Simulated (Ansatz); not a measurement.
Reactions of C2H6OZn, SMILES `CO[CH2][ZnH]`.

Calculated with Ansatz (gas phase, PBE0-D4/def2-TZVP geometries, no zero-point term in ΔE). CCSD(T)/CBS adds triple-zeta CCSD(T) − MP2 to the extrapolated MP2 energy (def2 sets, frozen cores). This one scheme is used for every species. DFT in def2-TZVPP. For Ge, Zn outer-core shells are correlated without core-valence functions, which leaves a few kJ/mol of doubt a bond. Scalar relativity is left out up to krypton. One conformer a species, not always the lowest.

```tsv
reaction	r2SCAN-D4 (kJ/mol)	CCSD/CBS(def2) (kJ/mol)	ωB97X-V (kJ/mol)	CCSD(T)/CBS(def2) (kJ/mol)
`CO[CH2][ZnH]` + CH₃SH → `C[S][ZnH]` + `COC`	-122	-121	-117	-120
`CO[CH2][ZnH]` + `CCCOC` → `C[CH2][ZnH]` + `COCCOC`	-5	-3	-4	-4
`CO[CH2][ZnH]` + `[AlH2][BH][GeH3]` → `[CH3][GeH2][BH][AlH2]` + `O[CH2][ZnH]`	-55	-57	-49	-58
`CO[CH2][ZnH]` + `CNC` → `C[N](C)[ZnH]` + `COC`	-47	-43	-43	-44
`CO[CH2][ZnH]` + `O[SiH2]F` → `[F][ZnH]` + `COC[SiH2]O`	47	50	46	49
```

Largest T1 diagnostic: 0.018, for `[F][ZnH]`.
